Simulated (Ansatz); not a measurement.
One change: `[SiH3][S][AlH][SH]` becomes `[AlH2][S][SiH3]`.

Ansatz, PBE0-D4/def2-TZVP geometries, multiplicity 1. Each molecule was computed in one conformer, which needn't be the lowest.

```csv
property,`[SiH3][S][AlH][SH]`
HOMO energy (PBE/def2-TZVPP) / eV,-6.59
HOMO energy (B3LYP/def2-TZVPP) / eV,-7.50
size of the dipole moment (PBE/def2-TZVPP) / D,0.90
HOMO–LUMO gap (PBE/def2-TZVPP) / eV,4.64
HOMO energy (PBE0/def2-TZVPP) / eV,-7.77
HOMO energy (ωB97M-V/def2-TZVPP) / eV,-9.90
```

Task: Give the same properties after the change, and the shifts. (Estimate.)

Result: Computed: 
| property | `[AlH2][S][SiH3]` | shift |
| --- | --- | --- |
| HOMO energy (PBE/def2-TZVPP) / eV | -6.64 | -0.05 |
| HOMO energy (B3LYP/def2-TZVPP) / eV | -7.53 | -0.03 |
| size of the dipole moment (PBE/def2-TZVPP) / D | 0.74 | -0.16 |
| HOMO–LUMO gap (PBE/def2-TZVPP) / eV | 4.30 | -0.34 |
| HOMO energy (PBE0/def2-TZVPP) / eV | -7.78 | -0.01 |
| HOMO energy (ωB97M-V/def2-TZVPP) / eV | -9.92 | -0.02 |

The zero-point energy changes by -8.8 kJ/mol with -3 modes. Dipoles are sizes alone; their direction can turn.

B3LYP here is the variant with VWN-RPA as its local correlation; programs differ in this.
